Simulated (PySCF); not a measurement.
## Mo⁺: excitation energy

Mo⁺ [Kr] 4d5 (6S) → Mo⁺ [Kr] 4d4 5s1 (6D), as a difference of total energies. All numbers are calculated (PySCF 2.14, a scalar-relativistic core potential, in def2-QZVPPD with the def2 core potential (28 electrons) (7s5p4d3f2g, 81 functions)). Correlated levels: valence: 4s2 4p6 frozen. The calculations carry no spin-orbit coupling.

```
           method  excitation energy (eV)
              UHF                   1.395
    MP2 (valence)                   1.600
SCS-MP2 (valence)                   1.463
   CCSD (valence)                   1.591
CCSD(T) (valence)                   1.594
```

Question: How much does correlation contribute at CCSD(T) (valence)?

Answer: 1.594 − (1.395) = 0.199 eV, measured against UHF.

Errors of the correlated levels include the incompleteness of this basis and the frozen core.

For comparison: 1.587 eV (measured; NIST levels, between the centres of gravity of the two terms).
